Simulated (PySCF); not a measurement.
## UHF on Tb⁺ (terbium, charge +1)

Configuration: [Xe] 4f9 6s1, one real determinant. Computed with PySCF 2.14 in cc-pVDZ-X2C (8s7p5d3f1g, 84 functions), with scalar relativity by spin-free X2C-1e.

```json
{
  "Total energy": "-11703.913584 hartree",
  "One-electron energy": "-16014.2529 hartree",
  "Hartree (Coulomb) energy": "4566.0890 hartree",
  "Exchange energy": "-255.7497 hartree",
  "⟨S²⟩": "12.0074",
  "⟨L²⟩": "24.020",
  "Sum of ⟨r⟩": "39.48 bohr",
  "Sum of ⟨r²⟩": "56.45 bohr²",
  "Traceless quadrupole moment −½Σ⟨3z² − r²⟩ along its main axis": "-0.203 e·bohr²",
  "Langevin diamagnetic susceptibility": "-44.7 ×10⁻⁶ cm³/mol"
}
```

| shell | electrons | mean orbital energy (hartree) | spread (hartree) | rms radius, mean of both spins (bohr) |
| --- | --- | --- | --- | --- |
| 1s α | 1 | -1920.39472 | 0 | 0.0245 |
| 1s β | 1 | -1920.39220 | 0 | 0.0245 |
| 2s α | 1 | -323.00732 | 0 | 0.0989 |
| 2s β | 1 | -323.00031 | 0 | 0.0989 |
| 2p α | 3 | -287.32164 | 0.00867 | 0.0890 |
| 2p β | 3 | -287.31599 | 0.00790 | 0.0890 |
| 3s α | 1 | -73.75985 | 0 | 0.255 |
| 3s β | 1 | -73.63618 | 0 | 0.255 |
| 3p α | 3 | -62.49113 | 0.05207 | 0.255 |
| 3p β | 3 | -62.35284 | 0.02666 | 0.255 |
| 3d α | 5 | -47.53256 | 0.05052 | 0.234 |
| 3d β | 5 | -47.38334 | 0.02422 | 0.234 |
| 4s α | 1 | -15.80670 | 0 | 0.576 |
| 4s β | 1 | -15.48341 | 0 | 0.576 |
| 4p α | 3 | -12.00598 | 0.08796 | 0.612 |
| 4p β | 3 | -11.65016 | 0.02180 | 0.612 |
| 4d α | 5 | -6.65495 | 0.09956 | 0.675 |
| 4d β | 5 | -6.19279 | 0.09089 | 0.675 |
| 5s α | 1 | -2.42030 | 0 | 1.44 |
| 5s β | 1 | -2.29416 | 0 | 1.44 |
| 5p α | 3 | -1.40701 | 0.03824 | 1.69 |
| 5p β | 3 | -1.31487 | 0.01786 | 1.69 |
| 4f α | 7 | -0.77918 | 0.09888 | 0.978 |
| 4f β | 2 | -0.56693 | 0.00495 | 0.978 |
| 6s α | 1 | -0.39398 | 0 | 4.23 |

⟨L²⟩ = 24.02 against 30 for a pure H term, so this real determinant mixes terms. Spin-orbit coupling, absent here, splits the open shell strongly.

Densities and radii are taken from the X2C orbitals without a picture-change correction, which distorts them close to the nucleus.

Spin-orbit constants ζ (cm⁻¹) from the X2C one-electron operator on these orbitals: bare nucleus, nucleus screened by l(l+1)(2l+1)/3 electrons, and screened by the Breit-Pauli mean field of the electrons.

```csv
shell,bare,screened nucleus,mean field
2p,3861000,3743000,n/a
3p,805100,780400,n/a
3d,125900,106500,n/a
4p,175200,169900,n/a
4d,23080,19530,n/a
4f,3243,1846,n/a
5p,21650,20980,n/a
```

To first order the Landé constant is A = -307.6 cm⁻¹, so the lowest level has J = 8 and lies 0.572 eV below the centre of the term. This holds in LS coupling only.
